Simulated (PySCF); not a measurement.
## B(3+) (boron, charge +3): HSE06 calculation

Configuration: 1s2, closed-shell 1S. Calculation: PySCF 2.14, in x2c-QZVPPall; the spin-free X2C one-electron Hamiltonian (Gaussian nucleus).

```
Total energy                        : -22.0043 hartree
One-electron energy                 : -24.8867 hartree
Hartree (Coulomb) energy            : 5.7901 hartree
Exchange-correlation energy         : -2.9077 hartree
⟨S²⟩                                : 0.0000
⟨L²⟩                                : 0.000
Sum of ⟨r⟩                          : 0.6516 bohr
Sum of ⟨r²⟩                         : 0.2871 bohr²
Langevin diamagnetic susceptibility : -0.227 ×10⁻⁶ cm³/mol
```

```csv
shell,electrons,mean orbital energy (eV),"rms radius, mean of both spins (bohr)"
1s,2,-238.25,0.379
```
